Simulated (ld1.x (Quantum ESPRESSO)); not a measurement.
# What one change does to a pseudopotential (indium (In), TM)

In, norm-conserving Troullier–Martins (Kleinman–Bylander form), made with ld1.x (Quantum ESPRESSO) 7.5 (PBE, scalar-relativistic). Core [Kr], reference 4d10 5s2 5p0 (charge +1). Waves: 5s (bound): rc 2.20 bohr; 5p (bound, empty): rc 2.45 bohr; 4d (bound): rc 1.00 bohr. Local part: all-electron potential smoothed inside 2.00 bohr (lloc = -1). Core correction: none.

All-electron outer shells of the reference configuration (PBE, scalar-relativistic, ld1.x):

```
shell  level (eV)  outermost node (bohr)  outermost maximum (bohr)
   4p      -85.60                   0.42                      0.82
   4d      -26.07                   0.40                      0.94
   5s      -14.92                   1.02                      2.11
   5p       -8.43                   1.14                      2.64
```

Change: reference 4d10 5s2 5p1.

Cutoffs: the cutoffs (Ry, on a coarse ladder) from which the occupation-weighted sum of valence levels, in a spherical-Bessel basis at the reference potential, stays within 10 and 1 mRy of its value at 400 Ry; they do not see the model core or the augmentation charge, which bear on the density cutoff. Errors are all-electron minus pseudo energies relative to the spin-unpolarised reference configuration.

**Question.** What does the change do?

**Answer.** The potential gets neither clearly harder nor softer (100 Ry and 140 Ry → 100 Ry and 140 Ry); both files keep a bound ghost (s).

```csv
quantity,base,changed
"cutoff, loose",100 Ry,100 Ry
"cutoff, tight",140 Ry,140 Ry
bound ghosts,s,s
"largest error over its own tests, meV",+101,+175
s: phases at 2.66 bohr within 0.05 rad from the reference energy up to (Ry; the scan ends near 5),-0.6,-0.2
p: phases at 2.66 bohr within 0.05 rad from the reference energy up to (Ry; the scan ends near 5),1.3,1.6
d: phases at 2.66 bohr within 0.05 rad from the reference energy up to (Ry; the scan ends near 5),0.5,1.1
```

 A true bound ghost makes a file unfit for plane-wave use even where its test errors are small: the radial tests pick states by their node count and pass the ghost by.
